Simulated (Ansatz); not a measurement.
A run for Ansatz (a first-principles code): R-wB97X-V/def2-TZVPP on H5NO2Sn (SMILES [NH2][SnH]([OH])[OH]), a point of a torsion scan. Elements past Kr take the def2 small-core potentials; no spin–orbit coupling.

Ansatz 0.2 input:
```yaml
crystal:
  periodic: [false, false, false]
  atoms:
    - {symbol: N, position_ang: [1.60344932, -0.45181929, 0.18062284]}
    - {symbol: Sn, position_ang: [-0.36349184, -0.07416023, 0.28538054]}
    - {symbol: O, position_ang: [-0.71588996, 1.43029642, -0.86881047]}
    - {symbol: O, position_ang: [-0.70236561, 0.68037885, 2.03112523]}
    - {symbol: H, position_ang: [2.04377552, 0.20838774, -0.45119862]}
    - {symbol: H, position_ang: [1.84089225, -1.37528886, -0.16104362]}
    - {symbol: H, position_ang: [-1.43609996, -1.32350802, -0.00564861]}
    - {symbol: H, position_ang: [-1.24221407, 2.11237469, -0.45272870]}
    - {symbol: H, position_ang: [-0.06484112, 0.44649464, 2.70356452]}
basis:
  gaussian:
    orbitals: def2-TZVPP
hamiltonian:
  xc: {name: wB97X-V}
scf: {lower_state_search: off}
```

The head of its log:

```
WARN ansatz: RAYON_NUM_THREADS=1 ignored (pool sized by the plan → 1); use --threads N
Functional definition: wB97X-V
these checks for a lower state are left out or cut short: stability, starts, cluster_reference, orbital_swaps, neighbouring_geometries, increment
integrals: 0.17 GiB planned
1184 factors; their error is unknown
integrals: 0.20 GiB planned
273 factors; integrals over basis functions are off by at most 6.3e-6 eV
mean field: 1.35 GiB planned
mean field evaluation 1: about -11486.8877 eV, gradient 8.2e1 eV
mean field evaluation 2: about -11483.6101 eV, gradient 9.4e1 eV
```

Give the final energy of this run.

-422.5565 hartree.
